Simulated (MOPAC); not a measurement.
A run for MOPAC: AM1 on C2H4Si (SMILES C#C[SiH3]), a point of a bond scan (R = 3.404 Å).

```
AM1 1SCF PRECISE CHARGE=0 THREADS=1
C2H4Si

Si    -0.94557569 1    -0.07811079 1    -0.46973009 1
C      0.68460242 1     0.05655268 1     0.34008738 1
C      1.76130898 1     0.14549575 1     0.87495887 1
H     -1.05376220 1     0.95013135 1    -1.52668239 1
H     -1.08493276 1    -1.42239361 1    -1.06941143 1
H     -2.01018489 1     0.12953739 1     0.53507032 1
H      4.80182776 1     0.39666266 1     2.38538597 1
```

The log:

```
*******************************************************************************
 **                                                                           **
 **                              MOPAC v23.2.5                                **
 **                                                                           **
 *******************************************************************************
 ** MOPAC's Digital Object Identifier: https://doi.org/10.5281/zenodo.6511958 **
 **                                                                           **
 ** Please cite the open-source release paper for use of this MOPAC version:  **
 ** J. E. Moussa and J. J. P. Stewart (2026)                                  **
 ** MOPAC: An open-source semiempirical molecular orbital program             **
 ** J. Open Source Softw., 11(119), 8025, https://doi.org/10.21105/joss.08025 **
 *******************************************************************************

                              AM1 CALCULATION RESULTS

 *******************************************************************************
 *  AM1        - The AM1 Hamiltonian to be used
 *
 *
 *
 *                 CHARGE ON SYSTEM = 0
 *
 *
 *
 *  PRECISE    - TIGHTER CRITERIA TO BE USED
 *  1SCF       - DO 1 SCF AND THEN STOP
 *  THREADS=1  - MULTI-THREADING NOT USED
 *  T=         - A TIME OF 172800.0 SECONDS REQUESTED
 *  DUMP=N     - RESTART FILE WRITTEN EVERY 7200.0 SECONDS REQUESTED
 *******************************************************************************
AM1 1SCF PRECISE CHARGE=0 THREADS=1
 C2H4Si

   ATOM   CHEMICAL          X               Y               Z
  NUMBER   SYMBOL      (ANGSTROMS)     (ANGSTROMS)     (ANGSTROMS)

     1      Si         -0.94557569  *  -0.07811079  *  -0.46973009  *
     2       C          0.68460242  *   0.05655268  *   0.34008738  *
     3       C          1.76130898  *   0.14549575  *   0.87495887  *
     4       H         -1.05376220  *   0.95013135  *  -1.52668239  *
     5       H         -1.08493276  *  -1.42239361  *  -1.06941143  *
     6       H         -2.01018489  *   0.12953739  *   0.53507032  *
     7       H          4.80182776  *   0.39666266  *   2.38538597  *



          CARTESIAN COORDINATES

    NO.       ATOM           X           Y           Z

     1        Si         -0.9456     -0.0781     -0.4697
     2         C          0.6846      0.0566      0.3401
     3         C          1.7613      0.1455      0.8750
     4         H         -1.0538      0.9501     -1.5267
     5         H         -1.0849     -1.4224     -1.0694
     6         H         -2.0102      0.1295      0.5351
     7         H          4.8018      0.3967      2.3854

  H: (AM1): M.J.S. DEWAR ET AL, J. AM. CHEM. SOC. 107 3902-3909 (1985)
  C: (AM1): M.J.S. DEWAR ET AL, J. AM. CHEM. SOC. 107 3902-3909 (1985)
 Si: (AM1): M.J.S.DEWAR, C. JIE, ORGANOMETALLICS, 6, 1486-1490 (1987).

           Empirical Formula: C2 H4 Si  =     7 atoms



      MOLECULAR POINT GROUP   :   C3v


      RHF CALCULATION, NO. OF DOUBLY OCCUPIED LEVELS = 8


 -------------------------------------------------------------------------------
 AM1 1SCF PRECISE CHARGE=0 THREADS=1
 C2H4Si



     1SCF WAS SPECIFIED, SO BFGS WAS NOT USED
     SCF FIELD WAS ACHIEVED


                              AM1 CALCULATION
                                                       MOPAC v23.2.5 Linux




          FINAL HEAT OF FORMATION =        257.17225 KCAL/MOL =    1076.00871 KJ/MOL


          COSMO AREA              =        126.34 SQUARE ANGSTROMS
          COSMO VOLUME            =        105.14 CUBIC ANGSTROMS

          IONIZATION POTENTIAL    =          8.734783 EV
          HOMO LUMO ENERGIES (EV) =         -8.735 -4.336
          NO. OF FILLED LEVELS    =          8
          MOLECULAR WEIGHT        =         56.1391         POINT GROUP:  C3v

          MOLECULAR DIMENSIONS (Angstroms)

            Atom       Atom       Distance
            H     7    H     6     7.06389
            H     4    H     5     2.41639
            H     4    H     6     2.05144


          SCF CALCULATIONS        =          1





   ATOM   CHEMICAL          X               Y               Z
  NUMBER   SYMBOL      (ANGSTROMS)     (ANGSTROMS)     (ANGSTROMS)

     1      Si         -0.94557569  *  -0.07811079  *  -0.46973009  *
     2       C          0.68460242  *   0.05655268  *   0.34008738  *
     3       C          1.76130898  *   0.14549575  *   0.87495887  *
     4       H         -1.05376220  *   0.95013135  *  -1.52668239  *
     5       H         -1.08493276  *  -1.42239361  *  -1.06941143  *
     6       H         -2.01018489  *   0.12953739  *   0.53507032  *
     7       H          4.80182776  *   0.39666266  *   2.38538597  *

                             CARTESIAN COORDINATES

   1   Si       -0.945575690    -0.078110790    -0.469730090
   2    C        0.684602420     0.056552680     0.340087380
   3    C        1.761308980     0.145495750     0.874958870
   4    H       -1.053762200     0.950131350    -1.526682390
   5    H       -1.084932760    -1.422393610    -1.069411430
   6    H       -2.010184890     0.129537390     0.535070320
   7    H        4.801827760     0.396662660     2.385385970


           Empirical Formula: C2 H4 Si  =     7 atoms



      MOLECULAR POINT GROUP   :   C3v


                  EIGENVALUES
 -30.72654 -17.19555 -13.81494 -12.11177 -12.11177  -9.82886  -9.82886  -8.73478
  -4.33586   2.07335   2.07335   2.22604   2.98665   3.48879   3.48879   7.69001


              NET ATOMIC CHARGES AND DIPOLE CONTRIBUTIONS

  ATOM NO.   TYPE          CHARGE      No. of ELECS.   s-Pop       p-Pop
    1         Si           0.941271        3.0587     0.81813     2.24060
    2          C          -0.581752        4.5818     1.35217     3.22958
    3          C          -0.144212        4.1442     1.51333     2.63088
    4          H          -0.190661        1.1907     1.19066
    5          H          -0.190661        1.1907     1.19066
    6          H          -0.190661        1.1907     1.19066
    7          H           0.356676        0.6433     0.64332
 DIPOLE           X         Y         Z       TOTAL
 POINT-CHG.     4.618     0.381     2.294     5.170
 HYBRID         0.317     0.026     0.158     0.355
 SUM            4.935     0.408     2.452     5.526


          ATOMIC ORBITAL ELECTRON POPULATIONS

     Atom    s        px        py        pz
    1 Si   0.81813   0.68479   0.79070   0.76511
    2  C   1.35217   1.00812   1.12483   1.09663
    3  C   1.51333   0.89417   0.86481   0.87190
    4  H   1.19066
    5  H   1.19066
    6  H   1.19066
    7  H   0.64332

 **********************
 *                    *
 * JOB ENDED NORMALLY *
 *                    *
 **********************




 == MOPAC DONE ==
```

The run finished.

Cost: about 0.020 core-seconds (a rough figure).
